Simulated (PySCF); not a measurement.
## Calculated data, CH$_{4}$BFSi, BFH$_{5}$NSi, BFH$_{3}$OSi, B$_{2}$ClFH and others

Calculation on a computer-drawn molecule: the log of a Hartree-Fock and frozen-core CCSD(T) single point meant for a local Hartree-Fock minimum, with one planted fault or none, to be diagnosed. Offsets are logged minus clean, where the clean run is the same molecule without the fault. The reference is restricted for singlets and unrestricted otherwise, and also for a bond in bohr or an excited solution. Adding or removing an electron swaps singlet and doublet. The excited solution moves the top pair (singlet) or top alpha electron (doublet) to the lowest empty orbital. Highest occupied and lowest empty are orbital energies over both spins, largest force is the largest gradient component, triples share is (T) over the correlation energy, the T1 limit is 0.02 restricted and 0.045 unrestricted, electrons count all cores, a negative frequency is imaginary (commonest isotopes), and the dipole is about the centre of nuclear charge. Program: PySCF 2.14.0.

Common to all runs: logged SCF converged yes; logged CC converged yes; logged SCF stable within its kind yes; possible faults no fault, one electron removed, one electron added, multiplicity raised by two, geometry at a saddle point, SCF held on an excited solution, minimal basis STO-3G, one bond length entered in bohr, all coordinates scaled.

(1) CH$_{4}$BFSi

Logged structure:
```xyz
8
CH4BFSi
F     -0.5513    -2.5719     1.0093
B     -0.4390    -1.3675     0.4381
C     -0.3654    -0.1005     1.3330
Si     1.4338     0.4346     1.7411
H     -0.3536    -1.3478    -0.7578
H     -0.9473    -0.1655     2.2546
H     -0.7006     0.7776     0.7550
H      2.0006     0.1872     0.3516
```

```
meant charge                         : 0
meant multiplicity                   : 1
meant basis                          : cc-pV(D+d)Z
logged electrons                     : 38
logged basis functions               : 85
logged spin squared                  : 0
logged highest occupied              : -8.9261 eV
logged lowest empty                  : 0.5369 eV
logged largest force                 : 1.289e-05 hartree/bohr
logged lowest frequency              : 70.016 cm⁻¹
logged T1 diagnostic                 : 0.014829
logged D1 diagnostic                 : 0.047808
logged triples share                 : 0.025358
logged dipole magnitude              : 1.4975 debye
logged energy HF                     : -453.26368 hartree
logged energy CCSD(T)                : -453.81543 hartree
planted fault                        : no fault
HF energy offset from clean run      : 0 kcal/mol
CCSD(T) energy offset from clean run : 0 kcal/mol
```

Drawn bonds:
```tsv
atom	other atom	order
1	2	1
2	3	1
3	4	1
2	5	1
3	6	1
3	7	1
4	8	1
```

(2) CH$_{4}$BFSi

Structure as in entry 1.

```
meant charge                         : 0
meant multiplicity                   : 1
meant basis                          : cc-pV(D+d)Z
logged electrons                     : 37
logged basis functions               : 85
logged spin squared                  : 0.7623
logged highest occupied              : -17.435 eV
logged lowest empty                  : -7.0634 eV
logged largest force                 : 0.043973 hartree/bohr
logged T1 diagnostic                 : 0.019872
logged D1 diagnostic                 : 0.075982
logged triples share                 : 0.026618
logged dipole magnitude              : 7.142 debye
logged energy HF                     : -452.97138 hartree
logged energy CCSD(T)                : -453.49292 hartree
planted fault                        : one electron removed
HF energy offset from clean run      : 183.4 kcal/mol
CCSD(T) energy offset from clean run : 202.4 kcal/mol
```

Drawn bonds:
```tsv
atom	other atom	order
1	2	1
2	3	1
3	4	1
2	5	1
3	6	1
3	7	1
4	8	1
```

(3) BFH$_{5}$NSi

Logged structure:
```xyz
9
BFH5NSi
F      0.7879    -2.2187     2.2494
B      1.0442    -3.0147     1.1980
N     -0.0206    -3.3657     0.3585
Si    -1.6957    -2.8746     0.5221
H      2.1684    -3.3871     1.0266
H      0.2077    -3.9605    -0.4148
H     -2.2705    -3.3458     1.7981
H     -1.8331    -1.4062     0.4482
H     -2.4214    -3.4969    -0.6066
```

```
meant charge                         : 0
meant multiplicity                   : 1
meant basis                          : cc-pV(D+d)Z
logged electrons                     : 40
logged basis functions               : 29
logged spin squared                  : 0
logged highest occupied              : -8.9294 eV
logged lowest empty                  : 9.6607 eV
logged largest force                 : 0.028032 hartree/bohr
logged T1 diagnostic                 : 0.014906
logged D1 diagnostic                 : 0.068763
logged triples share                 : 0.030262
logged dipole magnitude              : 1.8138 debye
logged energy HF                     : -464.78641 hartree
logged energy CCSD(T)                : -464.98065 hartree
planted fault                        : minimal basis STO-3G
HF energy offset from clean run      : 3618 kcal/mol
CCSD(T) energy offset from clean run : 3869 kcal/mol
```

Drawn bonds:
```tsv
atom	other atom	order
1	2	1
2	3	1
3	4	1
2	5	1
3	6	1
4	7	1
4	8	1
4	9	1
```

(4) BFH$_{5}$NSi

Structure as in entry 3.

```
meant charge                         : 0
meant multiplicity                   : 1
meant basis                          : cc-pV(D+d)Z
logged electrons                     : 41
logged basis functions               : 90
logged spin squared                  : 0.7624
logged highest occupied              : 2.7916 eV
logged lowest empty                  : 8.5935 eV
logged largest force                 : 0.086632 hartree/bohr
logged T1 diagnostic                 : 0.022456
logged D1 diagnostic                 : 0.13504
logged triples share                 : 0.023396
logged dipole magnitude              : 4.6011 debye
logged energy HF                     : -470.42266 hartree
logged energy CCSD(T)                : -471.03655 hartree
planted fault                        : one electron added
HF energy offset from clean run      : 81.02 kcal/mol
CCSD(T) energy offset from clean run : 68.39 kcal/mol
```

Drawn bonds:
```tsv
atom	other atom	order
1	2	1
2	3	1
3	4	1
2	5	1
3	6	1
4	7	1
4	8	1
4	9	1
```

Notes: highest electron not bound in this basis.

(5) BFH$_{3}$OSi

Logged structure:
```xyz
7
BFH3OSi
F     -1.7145     0.3714     1.3357
B     -1.0620    -0.0464     0.2029
O     -0.1209    -0.9414     0.2932
Si     0.9195    -1.6993    -0.9719
H     -1.4485     0.4857    -0.8053
H     -0.1969    -2.0458    -1.9766
H      1.3359    -0.4054    -1.6988
```

```
meant charge                         : -1
meant multiplicity                   : 1
meant basis                          : aug-cc-pV(D+d)Z
logged electrons                     : 40
logged basis functions               : 128
logged spin squared                  : 2.0041
logged highest occupied              : 0.62983 eV
logged lowest empty                  : 3.1784 eV
logged largest force                 : 0.05429 hartree/bohr
logged T1 diagnostic                 : 0.083371
logged D1 diagnostic                 : 0.56532
logged triples share                 : 0.028724
logged dipole magnitude              : 14.685 debye
logged energy HF                     : -489.74396 hartree
logged energy CCSD(T)                : -490.36861 hartree
planted fault                        : multiplicity raised by two
HF energy offset from clean run      : 47.41 kcal/mol
CCSD(T) energy offset from clean run : 64.84 kcal/mol
```

Drawn bonds:
```tsv
atom	other atom	order
1	2	1
2	3	1
3	4	1
2	5	1
4	6	1
4	7	1
```

Notes: T1 above single-reference limit; highest electron not bound in this basis.

(6) B$_{2}$ClFH

Logged structure:
```xyz
5
B2ClFH
F     -2.7201     1.0237    -1.9774
B     -2.6747    -0.2680    -1.9502
B     -1.7712    -0.9922    -3.2932
Cl    -0.9581    -1.6843    -4.4989
H     -3.6116    -1.5818    -0.4017
```

```
meant charge                         : 1
meant multiplicity                   : 1
meant basis                          : cc-pV(D+d)Z
logged electrons                     : 36
logged basis functions               : 70
logged spin squared                  : 0.7156
logged highest occupied              : -16.399 eV
logged lowest empty                  : -6.0935 eV
logged largest force                 : 0.016291 hartree/bohr
logged T1 diagnostic                 : 0.060152
logged D1 diagnostic                 : 0.25866
logged triples share                 : 0.035716
logged dipole magnitude              : 1.9968 debye
logged energy HF                     : -608.52979 hartree
logged energy CCSD(T)                : -609.03485 hartree
planted fault                        : one bond length entered in bohr, row 4 of the drawn bonds
HF energy offset from clean run      : 80.38 kcal/mol
CCSD(T) energy offset from clean run : 79.66 kcal/mol
```

Drawn bonds:
```tsv
atom	other atom	order
1	2	1
2	3	1
3	4	1
2	5	1
```

Notes: T1 above single-reference limit.

(7) AlB$_{2}$FH$_{3}$

Logged structure:
```xyz
7
AlB2FH3
F      0.4105     0.1062    -3.5894
B      1.0001     0.1805    -2.3892
B     -0.4747    -0.6803     0.2567
Al    -1.3739    -1.2281     2.0683
H      2.1304     0.5948    -2.3609
H     -0.5550    -1.0858     3.4129
H     -2.8560    -1.7755     2.0680
```

```
meant charge                         : 0
meant multiplicity                   : 2
meant basis                          : cc-pV(D+d)Z
logged electrons                     : 35
logged basis functions               : 80
logged spin squared                  : 1.5944
logged highest occupied              : -8.5999 eV
logged lowest empty                  : 0.7542 eV
logged largest force                 : 0.019397 hartree/bohr
logged T1 diagnostic                 : 0.036218
logged D1 diagnostic                 : 0.15262
logged triples share                 : 0.026061
logged dipole magnitude              : 0.83305 debye
logged energy HF                     : -392.31806 hartree
logged energy CCSD(T)                : -392.73966 hartree
planted fault                        : one bond length entered in bohr, row 2 of the drawn bonds
HF energy offset from clean run      : 78.04 kcal/mol
CCSD(T) energy offset from clean run : 87.76 kcal/mol
```

Drawn bonds:
```tsv
atom	other atom	order
1	2	1
2	3	1
3	4	1
2	5	1
4	6	1
4	7	1
```

(8) AlB$_{2}$FH$_{3}$

Logged structure:
```xyz
7
AlB2FH3
F      0.4105     0.1062    -3.5894
B      1.0001     0.1805    -2.3892
B      0.2197    -0.2750    -0.9891
Al    -0.6795    -0.8228     0.8226
H      2.1304     0.5948    -2.3609
H      0.1393    -0.6805     2.1671
H     -2.1617    -1.3702     0.8223
```

```
meant charge                         : 0
meant multiplicity                   : 2
meant basis                          : cc-pV(D+d)Z
logged electrons                     : 35
logged basis functions               : 80
logged spin squared                  : 0.7573
logged highest occupied              : -8.8456 eV
logged lowest empty                  : 0.24339 eV
logged largest force                 : 4.21e-05 hartree/bohr
logged lowest frequency              : 116.22 cm⁻¹
logged T1 diagnostic                 : 0.016521
logged D1 diagnostic                 : 0.050365
logged triples share                 : 0.022063
logged dipole magnitude              : 1.2042 debye
logged energy HF                     : -392.44242 hartree
logged energy CCSD(T)                : -392.87951 hartree
planted fault                        : no fault
HF energy offset from clean run      : 0 kcal/mol
CCSD(T) energy offset from clean run : 0 kcal/mol
```

Drawn bonds:
```tsv
atom	other atom	order
1	2	1
2	3	1
3	4	1
2	5	1
4	6	1
4	7	1
```

(9) AlBFH$_{2}$N

Logged structure:
```xyz
6
AlBFH2N
F     -0.8951     1.3125    -1.0130
B      0.1241     0.7164    -0.3710
N      0.1506    -0.6743    -0.1908
Al     1.4833    -1.6045     0.6675
H      1.0037     1.4269     0.0375
H     -0.6514    -1.1445    -0.5845
```

```
meant charge            : 0
meant multiplicity      : 1
meant basis             : cc-pV(D+d)Z
logged electrons        : 37
logged basis functions  : 75
logged spin squared     : 0.7785
logged highest occupied : 0.19326 eV
logged lowest empty     : 6.4984 eV
logged largest force    : 0.030582 hartree/bohr
logged T1 diagnostic    : 0.017217
logged D1 diagnostic    : 0.054744
logged triples share    : 0.025282
logged dipole magnitude : 7.4116 debye
logged energy HF        : -421.76114 hartree
logged energy CCSD(T)   : -422.29162 hartree
planted fault           : withheld
```

Drawn bonds:
```tsv
atom	other atom	order
1	2	1
2	3	1
3	4	1
2	5	1
3	6	1
```

Notes: highest electron not bound in this basis.

(10) AlBFH$_{2}$N

Logged structure:
```xyz
6
AlBFH2N
F     -0.8091     1.1865    -0.9158
B      0.1121     0.6476    -0.3354
N      0.1361    -0.6095    -0.1725
Al     1.3409    -1.4505     0.6035
H      0.9073     1.2899     0.0339
H     -0.5889    -1.0346    -0.5283
```

```
meant charge            : 0
meant multiplicity      : 1
meant basis             : cc-pV(D+d)Z
logged electrons        : 36
logged basis functions  : 75
logged spin squared     : 0
logged highest occupied : -8.1969 eV
logged lowest empty     : 1.3752 eV
logged largest force    : 0.12541 hartree/bohr
logged T1 diagnostic    : 0.012304
logged D1 diagnostic    : 0.03425
logged triples share    : 0.021843
logged dipole magnitude : 1.288 debye
logged energy HF        : -421.71302 hartree
logged energy CCSD(T)   : -422.22344 hartree
planted fault           : withheld
```

Drawn bonds:
```tsv
atom	other atom	order
1	2	1
2	3	1
3	4	1
2	5	1
3	6	1
```

Question: Which fault was planted in the run of AlBFH$_{2}$N (entry 9)?
Answer: one electron added

Question: Give the missing planted fault for AlBFH$_{2}$N (entry 10).
Answer: all coordinates scaled, by -9.6 %

Further results for AlBFH$_{2}$N (entry 9):

```
HF energy offset from clean run      : 15.05 kcal/mol
CCSD(T) energy offset from clean run : 10.55 kcal/mol
```

Further results for AlBFH$_{2}$N (entry 10):

```
HF energy offset from clean run      : 45.25 kcal/mol
CCSD(T) energy offset from clean run : 53.33 kcal/mol
```
